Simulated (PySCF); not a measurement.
# NMR problem set

- GFN2-xTB geometry
- shieldings: GIAO PBE0/pcSseg-1
- program: PySCF
- one averaged value for each set of equivalent atoms, no solvent model, non-relativistic Hamiltonian, one computed conformer

Chemical shifts δ = σref − σ; $^{1}$H (σref 31.72) and $^{13}$C (σref 186.93) vs TMS, all at this level. Splittings of carbon signals by F and P are missing where no couplings were computed. Where no couplings were computed, multiplicities follow the n + 1 count of equivalent neighbours, and m marks all less simple cases (inequivalent or close neighbours, rings, F or P nearby). Shifts are as computed. Against solution values, carbons near 30 ppm lie about +3 ppm off and those near 130 ppm about +5 ppm. Of 1211 compounds with measured shifts, 218 miss one by over three times the rms of a fit or turn the order of signals round; such compounds aren't used in these exercises.

Problem. C5H6FN3. $^{1}$H NMR (400 MHz, computed): δ 7.26 (m, 1H), 3.40 (m, 1H), 1.76 (m, 2H), 1.11 (m, 2H). $^{13}$C{$^{1}$H} NMR (computed): δ 171.0, 113.7, 33.1, 12.1. What is it?

Solution. `InChI=1S/C5H6FN3/c6-5-3-9(8-7-5)4-1-2-4/h3-4H,1-2H2`. Rings plus π bonds: 4 (2 rings in the answer). 4 carbon signals for 5 carbons: some carbons are equivalent by symmetry or fast rotation. Carbon types of the structure: 1 × C, 2 × CH, 2 × CH2, which accounts for all hydrogens. δC 171.0: aromatic carbon bearing fluorine; an ipso carbon deshielded by its heteroatom. δC 113.7: aromatic CH next to a ring nitrogen. δH 7.26: hydrogen on an aromatic CH next to a ring nitrogen; aromatic region. δH 3.40, 1.76, 1.11: hydrogen on a three-membered-ring carbon.

This is the structure that produced the data.

Problem. C5H9F3O2Si. $^{1}$H NMR (500 MHz, computed): δ 5.14 (m, 1H), 4.94 (m, 1H), 4.86 (m, 1H), 4.34 (m, 1H), 3.98 (m, 1H), 1.85 (m, 1H), 1.54 (d, 3H). $^{13}$C{$^{1}$H} NMR (computed): δ 135.0, 78.7, 66.8, 35.5, 19.0. What is it?

Solution. `[SiH2]1OC[C@@H](C)[C@H](C(F)(F)F)O1`. Rings plus π bonds: 1 (1 ring in the answer). 5 carbon signals for 5 carbons: no two carbons are equivalent. Carbon types of the structure: 1 × C, 2 × CH, 1 × CH2, 1 × CH3, leaving 2 H on heteroatoms. δC 135.0: CF3 carbon; 3 electronegative neighbours deshield it. δC 78.7: sp3 CH bonded to O; pulled downfield by the heteroatom. δC 66.8: sp3 CH2 bonded to O; the inductive effect lowers its shielding. δH 4.34: hydrogen on an sp3 CH bonded to O; its carbon carries O, which withdraws density.

The data come from this structure; uniqueness wasn't tested.
